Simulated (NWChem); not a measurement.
# C2H6F2Si; SMILES [SiH3]CC(F)F

```xyz
11

F      0.3689     1.3314    -1.0917
C     -0.4117     1.1469     0.0000
F      0.3689     1.3314     1.0917
C     -0.9920    -0.2428     0.0000
Si     0.2809    -1.6551     0.0000
H     -1.1789     1.9425     0.0000
H     -1.6392    -0.3552     0.8847
H     -1.6392    -0.3552    -0.8847
H      1.1392    -1.6039    -1.2185
H     -0.4824    -2.9403     0.0000
H      1.1392    -1.6039     1.2185
```
Atoms are numbered in this order, from 1.

Program: NWChem. Pople sets run with spherical d functions. All runs use the structure optimised with PBE0/def2-SVP. Atomic charges in e: unrestrained fits to the electrostatic potential beside Mulliken populations; buried atoms are poorly determined by the fit.

Problem. Predict the results for Hartree-Fock/6-31G*. Quantities: ESP F1; Mulliken F1; ESP C2; Mulliken C2; ESP F3; Mulliken F3; ESP C4; Mulliken C4; ESP Si5; Mulliken Si5; relative RMS misfit of the potential (%).

Solution. 
```json
{
  "ESP F1": "-0.32",
  "Mulliken F1": "-0.44",
  "ESP C2": "0.70",
  "Mulliken C2": "0.74",
  "ESP F3": "-0.32",
  "Mulliken F3": "-0.44",
  "ESP C4": "-0.26",
  "Mulliken C4": "-0.71",
  "ESP Si5": "0.60",
  "Mulliken Si5": "0.69",
  "relative RMS misfit of the potential (%)": "25"
}
```
